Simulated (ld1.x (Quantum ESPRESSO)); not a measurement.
**Pseudopotential generation for carbon: RRKJ, LDA (PZ), fully relativistic.**

The input file (ld1.x (Quantum ESPRESSO) 7.5):

```
&input
   title='C', zed=6., rel=2, dft='PZ', iswitch=3,
   config='[He] 2s2 2p1.5 3d-2', rel_dist='average',
   nld=5, rlderiv=1.90, eminld=-3.0, emaxld=5.0, deld=0.02
 /
 &inputp
   pseudotype=2, tm=.false., lloc=1,
   nlcc=.true., new_core_ps=.true.,
   file_pseudopw='C.UPF', file_wfcaegen='ae.wfc', file_wfcncgen='nc.wfc', file_beta='beta', file_chi='chi'
 /
3
2S  1  0   2.00   0.00  1.10  1.10  0.0
3D  3  2  -2.00   0.40  1.40  1.40  0.0
2P  2  1   1.50   0.00  1.75  1.75  0.0
 &test
   configts(1)='2s2 2p1.5'
 /
```

Command:

```bash
ld1.x < C.in > C.out
```

The program printed (shortened: banner, matrices, multipoles, cross overlaps and the repeated all-electron block are left out):

```
Program LD1 v.7.5
     --------------------------- All-electron run ----------------------------

     C
     dirac relativistic calculation

     atomic number is  6.00
     dft =PZ   lsd =0 sic =0 latt =0  beta=0.20 tr2=1.0E-14
     Exchange-correlation= PZ
                           (   1   1   0   0   0   0   0)
     mesh =1073 r(mesh) = 100.30751 a.u. xmin = -7.00 dx = 0.01250
     1 Ry =  13.60569312 eV, c = 137.03599908

     n l j   nl                  e(Ry)          e(Ha)          e(eV)
     Spin orbit split results
     1 0 0.5 1S 1( 2.00)       -20.4058       -10.2029      -277.6348
     2 0 0.5 2S 1( 2.00)        -1.4147        -0.7073       -19.2479
     2 1 0.5 2P 1( 0.50)        -0.7977        -0.3989       -10.8539
     2 1 1.5 2P 1( 1.00)        -0.7970        -0.3985       -10.8436
     Averaged results
     1 0     1S 1( 2.00)       -20.4058       -10.2029      -277.6348
     2 0     2S 1( 2.00)        -1.4147        -0.7073       -19.2479
     2 1     2P 1( 1.50)        -0.7972        -0.3986       -10.8470

     final scf error:  9.2E-15 reached in  33 iterations

     Etot =     -74.584873 Ry,     -37.292437 Ha,   -1014.778899 eV

     Ekin =      74.202065 Ry,      37.101033 Ha,    1009.570531 eV
     Encl =    -172.278042 Ry,     -86.139021 Ha,   -2343.962175 eV
     Eh   =      32.652565 Ry,      16.326282 Ha,     444.260776 eV
     Exc  =      -9.161461 Ry,      -4.580731 Ha,    -124.648031 eV

     normalization and overlap integrals

     s(1S/1S) =  1.000000  <r> =   0.2726  <r2> =    0.1007  r(max) =   0.1752
     s(2S/2S) =  1.000000  <r> =   1.5272  <r2> =    2.8029  r(max) =   1.2011
     s(2P/2P) =  1.000000  <r> =   1.6254  <r2> =    3.3729  r(max) =   1.1425
     s(2P/2P) =  1.000000  <r> =   1.6265  <r2> =    3.3771  r(max) =   1.1425

     ------------------------ End of All-electron run ------------------------

     --------------------- Generating NC pseudopotential ---------------------

      Generating local pot.: lloc=1, j= 0.50, matching radius rcloc =   1.7500

      Generating local pot.: lloc=1, j= 1.50, matching radius rcloc =   1.7500

      Computing core charge for nlcc:

       r > 0.53 : true rho core
      Core charge pseudized with two Bessel functions
      Integrated core pseudo-charge :   1.15

     Fully relativistic calculation: |psi|^2

     Wfc 2S LC norm =  0.99995312 SC norm =  0.00004312 missing  0.00000376

      Wfc   2S  rcut= 1.087  Estimated cut-off energy=      103.61 Ry
      This function has    0 nodes for 0 < r <    1.087

      Wfc   3D  rcut= 1.395  Estimated cut-off energy=      114.10 Ry
      This function has    0 nodes for 0 < r <    1.395

      Wfc   3D  rcut= 1.395  Estimated cut-off energy=      114.10 Ry
      This function has    0 nodes for 0 < r <    1.395

     ------------------- End of pseudopotential generation -------------------

     Computing logarithmic derivative in   1.89555
     Computing logarithmic derivative in   1.89555
     Computing the partial wave expansion
     R is outside the sphere for l=    0 j= 0.50
       no projector for channel:   1
       no projector for channel:   1
     R is outside the sphere for l=    2 j= 1.50
     R is outside the sphere for l=    2 j= 2.50

     ---------------------- Testing the pseudopotential ----------------------

     C
     dirac relativistic calculation

     atomic number is  6.00   valence charge is  4.00
     dft =PZ   lsd =0 sic =0 latt =0  beta=0.20 tr2=1.0E-14
     mesh =1073 r(mesh) = 100.30751 xmin = -7.00 dx = 0.01250

     n l  j  nl             e AE (Ry)       e PS (Ry)    De AE-PS (Ry)
     1 0 0.5 2S   1( 2.00)       -1.41469       -1.41470        0.00000
     2 1 0.5 2P   1( 0.50)       -0.79774       -0.79724       -0.00050
     2 1 1.5 2P   1( 1.00)       -0.79699       -0.79724        0.00025

     eps = 4.2E-15  iter =  9

     Etot =     -74.584873 Ry,     -37.292437 Ha,   -1014.778899 eV
     Etotps =   -12.724539 Ry,      -6.362269 Ha,    -173.126169 eV

     Ekin =       5.807076 Ry,       2.903538 Ha,      79.009290 eV
     Encl =     -22.467322 Ry,     -11.233661 Ha,    -305.683483 eV
     Ehrt =       7.101467 Ry,       3.550733 Ha,      96.620376 eV
     Ecxc =      -4.921697 Ry,      -2.460848 Ha,     -66.963093 eV
     (Ecc =      -2.290337 Ry,      -1.145168 Ha,     -31.161617 eV)
     Epseu=       1.755937 Ry,       0.877968 Ha,      23.890740 eV

     ---------------------- End of pseudopotential test ----------------------
```

Generation and configuration tests took about 1 s on one core of a shared server CPU.
